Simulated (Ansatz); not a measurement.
PBE exchange is replaced step by step with exact exchange (0 % is PBE, 25 % PBE0; no dispersion term), basis def2-SVP, Ansatz. System: the cluster Ta₂O₄⁺. The state is a doublet with charge 1. Geometry: r2SCAN-D4/def2-SVP, each spin state at its own.

Geometry of the doublet:

```xyz
6

Ta    0.0773   -1.0161    1.0049
Ta   -0.4885    0.3132   -1.3087
O    -1.5197   -0.2127    0.2491
O     0.2313    1.8347   -1.0169
O     0.9404    0.1685    1.8826
O     0.7592   -1.0876   -0.8109
```

In the def2 sets Ta takes a core potential; there is no spin–orbit coupling. The structure comes from a short search, and lower isomers may exist.

HOMO and LUMO are taken over both spins.

| exact exchange (%) | HOMO (eV) | LUMO (eV) | gap (eV) | ⟨S²⟩ | quartet − doublet (kJ/mol) |
| --- | --- | --- | --- | --- | --- |
| 10 | -10.29 | -8.87 | 1.43 | 0.752 | 301.4 |
| 15 | -10.49 | -8.69 | 1.80 | 0.752 | 290.9 |
| 40 | -11.51 | -8.21 | 3.29 | 0.755 | 233.6 |
